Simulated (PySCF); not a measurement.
A structure optimised at PBE-D3(BJ)/def2-SVP, used in a PySCF frequency run:

```
C
H 1 1.1106
H 1 1.1187 2 106.03
O 1 1.4259 2 107.28 3 -121.50
H 4 0.9751 1 107.64 2 172.73
Si 1 1.8924 2 109.15 3 119.17
F 6 1.6378 1 110.27 2 -71.35
H 6 1.4986 7 108.24 1 121.68
Cl 6 2.0671 8 108.39 7 -117.35
```
Charge 0, spin multiplicity 1.

Q: Write its SMILES and formula.

A: OC[Si@@H](F)Cl, CH₄ClFOSi

Q: What are its rotational constants (standard atomic weights)?

A: 3.5101, 2.3125, 1.5154 GHz
